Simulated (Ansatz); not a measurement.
All values below come from Ansatz (a program for electronic structure) with PBE0-D3(BJ)/def2-TZVP. No frequencies were computed at this level.

Ansatz 0.2 input:
```yaml
crystal:
  periodic: [false, false, false]
  atoms:
    - { symbol: C, position_ang: [2.093266, -0.569729, 0.153163] }
    - { symbol: Si, position_ang: [1.154771, 1.085266, 0.181733] }
    - { symbol: Si, position_ang: [-0.785501, 1.025547, -0.911517] }
    - { symbol: Si, position_ang: [-2.285642, -0.490302, -0.033438] }
    - { symbol: H, position_ang: [1.407771, -1.40123, 0.018175] }
    - { symbol: H, position_ang: [2.814439, -0.603716, -0.660259] }
    - { symbol: H, position_ang: [2.637745, -0.741897, 1.078179] }
    - { symbol: H, position_ang: [2.267888, 2.022312, 0.465913] }
    - { symbol: H, position_ang: [-1.371224, 2.381593, -0.689133] }
    - { symbol: H, position_ang: [-3.465795, -0.591796, -0.900395] }
    - { symbol: H, position_ang: [-1.655875, -1.817136, -0.026028] }
    - { symbol: H, position_ang: [-2.81184, -0.298912, 1.323608] }
basis:
  gaussian: { orbitals: def2-tzvp }
hamiltonian:
  xc: pbe0
  dispersion: d3bj
relax:
  max_steps: 150
```

Output:

```
Functional definition: PBE0
1336 factors; their error is unknown
mean field evaluation 1: about -24782.6603 eV, gradient 4.9e1 eV
mean field evaluation 2: about -24780.4118 eV, gradient 5.3e1 eV
mean field evaluation 4: about -24788.2181 eV, gradient 1.7e0 eV
mean field evaluation 8: about -24788.2281 eV, gradient 4.4e-2 eV
mean field evaluation 16: about -24788.3228 eV, gradient 5.2e-5 eV
mean field -24788.32278411 eV, -910.9540601875 hartree, gradient 5.2e-5 eV, S^2 0.000000; 0 other end points of the search recorded, 0 dependent functions left out
reference -24788.32282280 eV, -910.9540616093 hartree; 28, 28 occupied and 162, 162 virtual orbitals, 1336 factors
relax step   1: F+E_penalty+E_count = -24788.61628239 eV  Δ(F+E_penalty+E_count) = +0.000e0 eV  max|allowed force component| = 1.507e0 eV/Å  Δτ_max = 0.0000 Å  (28 SCF iters, accepted)
these checks for a lower state are left out or cut short: starts, cluster_reference, orbital_swaps, neighbouring_geometries, increment
1336 factors; their error is unknown
mean field -24788.56925209 eV, -910.9631177185 hartree, gradient 1.5e-5 eV, S^2 0.000000; 0 other end points of the search recorded, 0 dependent functions left out
reference -24788.56929137 eV, -910.9631191620 hartree; 28, 28 occupied and 162, 162 virtual orbitals, 1336 factors
relax step   2: F+E_penalty+E_count = -24788.86321223 eV  Δ(F+E_penalty+E_count) = -2.469e-1 eV  max|allowed force component| = 4.207e-1 eV/Å  Δτ_max = 0.1963 Å  (30 SCF iters, accepted)
these checks for a lower state are left out or cut short: starts, cluster_reference, orbital_swaps, neighbouring_geometries, increment
1336 factors; their error is unknown
mean field -24788.60915230 eV, -910.9645840241 hartree, gradient 1.9e-5 eV, S^2 0.000000; 0 other end points of the search recorded, 0 dependent functions left out
reference -24788.60919179 eV, -910.9645854755 hartree; 28, 28 occupied and 162, 162 virtual orbitals, 1336 factors
relax step   3: F+E_penalty+E_count = -24788.90405068 eV  Δ(F+E_penalty+E_count) = -4.084e-2 eV  max|allowed force component| = 2.320e-1 eV/Å  Δτ_max = 0.0825 Å  (31 SCF iters, accepted)
these checks for a lower state are left out or cut short: starts, cluster_reference, orbital_swaps, neighbouring_geometries, increment
1336 factors; their error is unknown
mean field evaluation 32: about -24788.2673 eV, gradient 9.5e0 eV
mean field -24788.63442156 eV, -910.9655126526 hartree, gradient 6.6e-6 eV, S^2 0.000000; 0 other end points of the search recorded, 0 dependent functions left out
reference -24788.63446097 eV, -910.9655141007 hartree; 28, 28 occupied and 162, 162 virtual orbitals, 1336 factors
relax step   4: F+E_penalty+E_count = -24788.92967130 eV  Δ(F+E_penalty+E_count) = -2.562e-2 eV  max|allowed force component| = 2.692e-1 eV/Å  Δτ_max = 0.1999 Å  (30 SCF iters, accepted)
these checks for a lower state are left out or cut short: starts, cluster_reference, orbital_swaps, neighbouring_geometries, increment
1336 factors; their error is unknown
mean field -24788.65890279 eV, -910.9664123209 hartree, gradient 1.2e-5 eV, S^2 0.000000; 0 other end points of the search recorded, 0 dependent functions left out
reference -24788.65894154 eV, -910.9664137453 hartree; 28, 28 occupied and 162, 162 virtual orbitals, 1336 factors
relax step   5: F+E_penalty+E_count = -24788.95295836 eV  Δ(F+E_penalty+E_count) = -2.329e-2 eV  max|allowed force component| = 3.632e-1 eV/Å  Δτ_max = 0.1999 Å  (30 SCF iters, accepted)
these checks for a lower state are left out or cut short: starts, cluster_reference, orbital_swaps, neighbouring_geometries, increment
1336 factors; their error is unknown
mean field -24788.66884567 eV, -910.9667777150 hartree, gradient 1.2e-5 eV, S^2 0.000000; 0 other end points of the search recorded, 0 dependent functions left out
reference -24788.66888464 eV, -910.9667791472 hartree; 28, 28 occupied and 162, 162 virtual orbitals, 1336 factors
relax step   6: F+E_penalty+E_count = -24788.96193712 eV  Δ(F+E_penalty+E_count) = -8.979e-3 eV  max|allowed force component| = 1.258e-1 eV/Å  Δτ_max = 0.1169 Å  (29 SCF iters, accepted)
these checks for a lower state are left out or cut short: starts, cluster_reference, orbital_swaps, neighbouring_geometries, increment
1336 factors; their error is unknown
mean field -24788.67246677 eV, -910.9669107883 hartree, gradient 2.6e-5 eV, S^2 0.000000; 0 other end points of the search recorded, 0 dependent functions left out
reference -24788.67250555 eV, -910.9669122134 hartree; 28, 28 occupied and 162, 162 virtual orbitals, 1336 factors
relax step   7: F+E_penalty+E_count = -24788.96549940 eV  Δ(F+E_penalty+E_count) = -3.562e-3 eV  max|allowed force component| = 1.558e-2 eV/Å  Δτ_max = 0.0665 Å  (29 SCF iters, accepted)
these checks for a lower state are left out or cut short: starts, cluster_reference, orbital_swaps, neighbouring_geometries, increment
1336 factors; their error is unknown
mean field evaluation 64: about -24788.6732 eV, gradient 1.5e-3 eV
mean field -24788.67321045 eV, -910.9669381180 hartree, gradient 2.6e-5 eV, S^2 0.000000; 0 other end points of the search recorded, 0 dependent functions left out
reference -24788.67324922 eV, -910.9669395427 hartree; 28, 28 occupied and 162, 162 virtual orbitals, 1336 factors
relax step   8: F+E_penalty+E_count = -24788.96588192 eV  Δ(F+E_penalty+E_count) = -3.825e-4 eV  max|allowed force component| = 1.280e-2 eV/Å  Δτ_max = 0.0305 Å  (30 SCF iters, accepted)
these checks for a lower state are left out or cut short: starts, cluster_reference, orbital_swaps, neighbouring_geometries, increment
1336 factors; their error is unknown
mean field -24788.67346414 eV, -910.9669474407 hartree, gradient 2.6e-5 eV, S^2 0.000000; 0 other end points of the search recorded, 0 dependent functions left out
reference -24788.67350285 eV, -910.9669488633 hartree; 28, 28 occupied and 162, 162 virtual orbitals, 1336 factors
relax step   9: F+E_penalty+E_count = -24788.96602810 eV  Δ(F+E_penalty+E_count) = -1.462e-4 eV  max|allowed force component| = 1.165e-2 eV/Å  Δτ_max = 0.0191 Å  (30 SCF iters, accepted)
these checks for a lower state are left out or cut short: starts, cluster_reference, orbital_swaps, neighbouring_geometries, increment
1336 factors; their error is unknown
mean field -24788.67354852 eV, -910.9669505417 hartree, gradient 2.6e-5 eV, S^2 0.000000; 0 other end points of the search recorded, 0 dependent functions left out
reference -24788.67358720 eV, -910.9669519631 hartree; 28, 28 occupied and 162, 162 virtual orbitals, 1336 factors
relax step  10: F+E_penalty+E_count = -24788.96608947 eV  Δ(F+E_penalty+E_count) = -6.137e-5 eV  max|allowed force component| = 1.158e-2 eV/Å  Δτ_max = 0.0122 Å  (31 SCF iters, accepted)
these checks for a lower state are left out or cut short: starts, cluster_reference, orbital_swaps, neighbouring_geometries, increment
1336 factors; their error is unknown
mean field -24788.67359301 eV, -910.9669521768 hartree, gradient 2.6e-5 eV, S^2 0.000000; 0 other end points of the search recorded, 0 dependent functions left out
reference -24788.67363165 eV, -910.9669535967 hartree; 28, 28 occupied and 162, 162 virtual orbitals, 1336 factors
relax step  11: F+E_penalty+E_count = -24788.96614252 eV  Δ(F+E_penalty+E_count) = -5.305e-5 eV  max|allowed force component| = 1.469e-2 eV/Å  Δτ_max = 0.0184 Å  (30 SCF iters, accepted)
these checks for a lower state are left out or cut short: starts, cluster_reference, orbital_swaps, neighbouring_geometries, increment
1336 factors; their error is unknown
mean field -24788.67360098 eV, -910.9669524694 hartree, gradient 2.6e-5 eV, S^2 0.000000; 0 other end points of the search recorded, 0 dependent functions left out
reference -24788.67363959 eV, -910.9669538884 hartree; 28, 28 occupied and 162, 162 virtual orbitals, 1336 factors
relax step  12: F+E_penalty+E_count = -24788.96616432 eV  Δ(F+E_penalty+E_count) = -2.180e-5 eV  max|allowed force component| = 7.947e-3 eV/Å  Δτ_max = 0.0097 Å  (32 SCF iters, accepted)
1336 factors; their error is unknown
mean field evaluation 96: about -24788.6736 eV, gradient 2.9e-5 eV
mean field -24788.67360098 eV, -910.9669524694 hartree, gradient 2.9e-5 eV, S^2 0.000000; 1 other end points of the search recorded, 0 dependent functions left out
reference -24788.67363959 eV, -910.9669538884 hartree; 28, 28 occupied and 162, 162 virtual orbitals, 1336 factors
Total energy: -24788.96620293 eV, -910.9777053931 hartree
Atom 0 at     2.067984    -0.661817     0.169654 Å, force    -0.002090     0.005766    -0.001972 eV/Å
Atom 1 at     1.236284     1.004062     0.029127 Å, force    -0.001733    -0.007947     0.003877 eV/Å
Atom 2 at    -0.850210     1.261317    -0.385841 Å, force    -0.001248     0.006569    -0.002279 eV/Å
Atom 3 at    -2.267639    -0.530316    -0.041005 Å, force    -0.000053    -0.007121     0.005323 eV/Å
Atom 4 at     1.321625    -1.457222     0.180174 Å, force    -0.000237    -0.002607    -0.002440 eV/Å
Atom 5 at     2.747346    -0.828493    -0.669404 Å, force    -0.000476    -0.002934     0.000957 eV/Å
Atom 6 at     2.650085    -0.720584     1.092555 Å, force     0.000702     0.001994    -0.000344 eV/Å
Atom 7 at     2.186241     2.140778    -0.066274 Å, force     0.004534     0.005158     0.000741 eV/Å
Atom 8 at    -1.393593     2.642045    -0.404419 Å, force     0.000920    -0.000483    -0.001617 eV/Å
Atom 9 at    -3.183779    -0.736380    -1.195240 Å, force     0.001607     0.001071     0.000319 eV/Å
Atom 10 at    -1.413679    -1.739766     0.108658 Å, force    -0.003021     0.000476    -0.000234 eV/Å
Atom 11 at    -3.100665    -0.373624     1.182015 Å, force     0.001095     0.000057    -0.002331 eV/Å
Dipole moment:     0.240740    -0.158053     0.044889 e Å
```

Cost: around 3 core-minutes (rough).
